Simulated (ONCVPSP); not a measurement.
## What one change does to a pseudopotential (antimony (Sb), ONCV)

| Item | Value |
| --- | --- |
| Element | Sb |
| Generator | ONCVPSP 4.0.1 |
| Type | optimised norm-conserving Vanderbilt (ONCV) |
| Functional | PBE |
| Relativity | fully relativistic |
| Frozen core | [Kr] |
| Valence charge | 15 |
| Reference configuration | 4d10 5s1.5 5p3.5 |
| Partial waves | 5s: rc 1.70 bohr, ncon 5, nbas 9, qcut 3.6 1/bohr, 3 projectors, debl 0.7 Ha; 5p: rc 2.20 bohr, ncon 3, nbas 7, qcut 3.5 1/bohr, 2 projectors, debl 3.4 Ha; 4d: rc 1.05 bohr, ncon 5, nbas 9, qcut 10.7 1/bohr, 2 projectors, debl 3.1 Ha |
| Local potential | polynomial inside 1.05 bohr (lpopt 3, dvloc0 2 Ha) |
| Core correction | Teter function fitted to the true core (icmod 2), fcfact 0.55 |

Open shells are filled in proportion to 2j + 1.

Change: all radii but the core radius scaled by about 1.20 (s 2.04, p 2.62, d 1.26 bohr); local potential polynomial inside 1.26 bohr (lpopt 3, dvloc0 2 Ha).

Cutoffs: the cutoffs (Ha) at which the residual kinetic energy of the hardest occupied pseudo-wave falls to 1 and 0.1 mHa per electron; they do not see the model core or the augmentation charge, which bear on the density cutoff. Errors are all-electron minus pseudo energies relative to the spin-unpolarised reference configuration.

Problem. What does the change do?

Solution. The potential gets softer (62 Ha and 78 Ha → 46 Ha and 53 Ha); the bound ghosts move from d, s to s; of the 4 tests that both files solve, the error grows in 3 and shrinks in 0 by more than 15 % and 0.3 meV (median size 0.8 → 1.8 meV). A larger radius leaves more room for a smooth pseudo-wave, so fewer plane waves are needed. More of the atom is replaced by a form fitted at one configuration, so other configurations suffer.

```tsv
quantity	base	changed
cutoff, loose	62 Ha	46 Ha
cutoff, tight	78 Ha	53 Ha
loose cutoff by channel	s 62 Ha, p 5.4 Ha, d 49 Ha	s 7.6 Ha, p 3.7 Ha, d 46 Ha
bound ghosts	s, d5/2	s
GHOST(+) flags under 300 eV	p3/2 at 70.8 eV, p1/2 at 78.5 eV	s at 74.2 eV, p3/2 at 106.1 eV, p1/2 at 109.6 eV
error for 4d10 5s2 5p3, meV [ΔE -4.02 eV]	+0.5	+2.0
error for 4d10 5s2 5p2, meV [ΔE 4.32 eV]	+1.1	+0.9
error for 4d10 5s2 5p1, meV [ΔE 20.31 eV]	+1.3	-10
error for 4d10 5s1 5p4, meV [ΔE 4.07 eV]	-0.2	+1.6
rms error of d²Exc/dni dnj with the model core, mHa	4.13	4.10
```

 A true bound ghost makes a file unfit for plane-wave use even where its test errors are small: the radial tests pick states by their node count and pass the ghost by.
